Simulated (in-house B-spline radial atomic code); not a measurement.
Configurations of neutral palladium, with energies counted from [Kr] 4d10. Computed with a radial B-spline atomic code at the basis-set limit: scalar-relativistic (X2C) B3LYP, spin-polarised, spherical fractional occupations, exact exchange averaged over the configuration, Fermi nucleus of rms radius 4.5318 fm. Shells without spins written out take the highest spin.

Occupations are held fixed; configurations that lie above the ionisation limit could autoionise.

```csv
configuration,E - E(ref) (eV),highest orbital,its <r> (bohr)
[Kr] 4d9 5s1,0.92077,5s up,3.212
[Kr] 4d9 5p1,4.6861,5p up,4.687
[Ar] 3d10 4s2 4p5 4d10 5p1,53.912,5p up,4.684
[Ar] 3d9 4s2 4p6 4d10 5p1,337.65,5p up,4.73
[Ar] 3d9 4s2 4p6 4d10 4f1,340.69,4f up,16.99
[Ar] 3d9 4s2 4p6 4d10 5f1,340.96,5f up,28.63
```

Task: Order these further configurations by energy, lowest first.
A. [Kr] 4d9 5f1
B. [Ar] 3d10 4s2 4p5 4d10 5d1
C. [Kr] 4d9 4f1
D. [Kr] 4d9 5d1
E. [Ar] 3d10 4s2 4p5 4d10 5f1

Result: D (7.1282 eV), C (7.7921 eV), A (8.064 eV), B (56.347 eV), E (57.288 eV).

Task: How far above the reference does [Ar] 3d10 4s2 4p5 4d10 5s1 lie?

Result: 50.131 eV; its least bound orbital is 5s up with <r> = 3.2 bohr.
